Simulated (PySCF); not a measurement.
## Continuum solvent and chemical shifts

Cartesian coordinates in Å; atom numbers follow the order of the lines, from 1:
```xyz
17

C    -1.640    0.810    0.947
O    -0.677    0.023    0.264
C    -1.209   -1.074   -0.457
B     0.559    0.862   -0.482
N     1.677   -0.112   -0.633
C     2.468   -0.543    0.388
O     2.284   -0.320    1.562
H    -2.250    0.154    1.584
H    -1.084    1.526    1.561
H    -2.281    1.347    0.228
H    -1.747   -1.737    0.235
H    -1.882   -0.723   -1.257
H    -0.353   -1.603   -0.891
H     0.744    1.754    0.320
H     0.084    1.196   -1.559
H     1.974   -0.405   -1.555
H     3.336   -1.159    0.036
```

GIAO PBE0/pcSseg-1 in PySCF on one PBE0-D3(BJ)/def2-SVP conformer, non-relativistic, equivalent nuclei averaged. Solvents enter as an IEF-PCM continuum (cyclohexane with ε = 2.0, methanol with ε = 32.6) around the gas-phase geometry. Shifts are referred to TMS, BF3·OEt2 computed in the same medium.

Gas phase, δ in ppm: C6 165.4, C1/C3 61.1, B4 1.1, H17 8.25, H16 4.50, H8/H9/H10/H11/H12/H13 3.40, H14/H15 3.08. Dipole moment 5.31 D.

**Question.** How does each δ change in the continuum?

**Answer.** 
| atoms | environment | Δδ, cyclohexane | Δδ, methanol |
| --- | --- | --- | --- |
| C6 | amide carbonyl carbon | +2.3 | +6.0 |
| C1/C3 | methyl carbon bonded to O | +0.6 | +1.5 |
| B4 | boron bonded to N, O, 2 H | -0.3 | -0.8 |
| H17 | hydrogen on an amide carbonyl carbon | 0.00 | +0.04 |
| H16 | hydrogen on an amide-type nitrogen | +0.37 | +1.01 |
| H8/H9/H10/H11/H12/H13 | hydrogen on a methyl carbon bonded to O | +0.07 | +0.17 |
| H14/H15 | hydrogen on a boron bonded to N, O | -0.11 | -0.26 |

Changes are relative to the gas phase. The dipole moment becomes 5.79 D in cyclohexane, 6.57 D in methanol.

**Question.** Which nuclei move most (in ppm), and what does the model miss?

**Answer.** C6 (amide carbonyl carbon, +6.0 ppm) in methanol. A continuum only polarises the solute; specific hydrogen bonds, the anisotropy of aromatic solvents and changes of geometry or conformer are outside it.
